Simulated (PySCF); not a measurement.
## Spin states and ions at one geometry of [Tl(NC)]2+

PySCF 2.14.0, RKS PBE, Tl def2-SVP with ECP60, N def2-SVP, C def2-SVP; non-relativistic Hamiltonian with scalar-relativistic core potentials where named; density fitting; no spin-orbit coupling; singlets restricted, open shells unrestricted. The geometry is relaxed for charge +2, singlet, vacuum:

```xyz
3

Tl    0.0000    0.0000   -0.4567
N     0.0000    0.0000    1.9011
C     0.0000    0.0000    3.0918
```

Energies count from the relaxed state; an electron taken off or put on is at rest in vacuum. Charges and spins are Mulliken's.

Problem. Order these states by energy, lowest first.
A. charge +2, singlet, vacuum
B. charge +2, triplet, vacuum
C. charge +3, doublet, vacuum
D. charge +1, doublet, vacuum

Solution. D (-17.45 eV), A (0.00 eV), B (0.16 eV), C (24.89 eV).

Problem. How do charge and spin on the first atom follow?

Solution. 
```
                     state  spin squared  charge on Tl1 (e)  spin on Tl1 (e)  dipole about the centre of mass (D)
charge +2, singlet, vacuum          0.00               1.48             0.00                                 6.13
charge +2, triplet, vacuum          2.02               1.53             0.74                                 5.97
charge +3, doublet, vacuum          0.79               2.11             0.33                                10.11
charge +1, doublet, vacuum          0.76               0.89             0.12                                 2.24
```

With an electron taken off (doublet) the charges change, summed by element, by Tl +0.64 e, N +0.07 e, C +0.29 e. The vertical ionisation energy is 24.89 eV, against −ε(HOMO) = 21.72 eV of the relaxed state. The level lies 3.2 eV too high, as is usual for semilocal functionals and global hybrids, which keep a self-interaction error.

With an electron put on (doublet) the charges change, summed by element, by Tl -0.59 e, N -0.12 e, C -0.29 e. The vertical electron affinity is 17.45 eV, against −ε(LUMO) = 20.64 eV of the relaxed state.

Open shells may have lower solutions than those found. Hard to converge, so the more doubtful: charge +3, doublet, vacuum.
